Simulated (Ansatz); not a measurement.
Ansatz (a program for electronic structure) input:

Ansatz 0.2 input:
```yaml
crystal:
  periodic: [false, false, false]
  atoms:
    - {symbol: B, position_ang: [-0.07525605, 0.28695031, 0.00907125]}
    - {symbol: F, position_ang: [0.26408530, 1.58098550, 0.07483073]}
    - {symbol: O, position_ang: [-1.37799891, -0.00646544, 0.00146276]}
    - {symbol: O, position_ang: [0.89416183, -0.64447038, -0.04550248]}
    - {symbol: H, position_ang: [-1.58551328, -0.93887420, -0.04568129]}
    - {symbol: H, position_ang: [1.79106089, -0.31165083, -0.03354543]}
basis:
  gaussian:
    orbitals: def2-TZVP
hamiltonian:
  xc: b3lyp
  dispersion: d3bj
relax: {f_tol: 0.002, max_steps: 150}
```

Task: Which total energy does the run end on?

Result: -276.65228 Eh (B3LYP-D3(BJ)/def2-TZVP). The basis has 136 functions.
